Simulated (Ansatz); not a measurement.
Zn9O9H24⁺. Charge 1, multiplicity 2. Geometry r2SCAN-D4/def2-SVP, that of the neutral singlet.

```
atom   x (Å)   y (Å)   z (Å)
 Zn1   2.174   3.137  -0.859
  O2   2.566   1.059   1.635
  O3   0.533   2.221   0.176
 Zn4   0.617   1.109  -1.668
 Zn5   2.579  -0.942   1.028
  O6   1.901  -0.312  -0.804
  O7  -1.335   0.915  -1.619
 Zn8  -2.807  -0.194  -2.718
 Zn9   1.250  -1.947  -1.805
 O10   0.413  -0.577  -3.144
Zn11   0.319   1.086   1.762
 O12   0.675  -0.985   1.711
 O13  -1.749   0.785   1.249
Zn14  -2.017  -0.534  -0.178
Zn15  -0.173  -2.735   1.052
 O16  -0.511  -1.882  -0.753
Zn17  -1.783   0.771   3.396
 O18  -2.033  -1.939   1.581
 H19   3.349   2.165  -0.197
 H20   1.997   4.676  -1.016
 H21   2.911   1.660   0.772
 H22   3.107   1.335   2.391
 H23  -0.157   2.899   0.146
 H24   1.653   2.163  -2.361
 H25   3.762  -1.892   1.273
 H26   2.724   0.033  -1.195
 H27  -1.760   1.773  -1.479
 H28  -3.915   0.719  -3.318
 H29  -1.739  -1.300  -3.352
 H30   1.991  -3.219  -2.246
 H31   0.778  -0.497  -4.039
 H32  -0.650  -0.855  -3.267
 H33  -0.014   1.361   3.337
 H34   0.647  -1.122   2.675
 H35  -2.181   1.622   1.025
 H36  -3.285  -0.990  -1.101
 H37   0.279  -4.154   1.428
 H38  -1.076  -2.448  -1.309
 H39  -1.600  -0.874   3.551
 H40  -2.771   1.821   3.980
 H41  -1.885  -1.378   2.523
 H42  -2.784  -2.533   1.734
```

Single mean-field runs in def2-SVP are fitted with def2-universal-jkfit. At PBE-D4/def2-SVP an occupied level lies above an empty one. At PBE-D4/def2-SVP the gap within one spin of the charge 1 doublet nearly closes, so an electron or hole may be smeared out by delocalisation error.

(1) Estimate the α-spin orbital energies around the gap (eV) in Ansatz with PBE-D4/def2-SVP, PBE0-D4/def2-SVP.

## Answers

(1) 
| orbital | PBE-D4/def2-SVP | PBE0-D4/def2-SVP |
| --- | --- | --- |
| HOMO−5 | -9.80 | -11.19 |
| HOMO−4 | -9.69 | -11.12 |
| HOMO−3 | -9.61 | -11.05 |
| HOMO−2 | -9.56 | -10.80 |
| HOMO−1 | -9.45 | -10.60 |
| HOMO | -9.33 | -10.51 |
| LUMO | -4.96 | -4.03 |
| LUMO+1 | -4.11 | -3.12 |
| LUMO+2 | -3.93 | -2.98 |
| LUMO+3 | -3.90 | -2.96 |
| LUMO+4 | -3.55 | -2.58 |
| LUMO+5 | -3.17 | -2.18 |
| β HOMO | -9.21 | -10.13 |
| β LUMO | -9.28 | -9.62 |
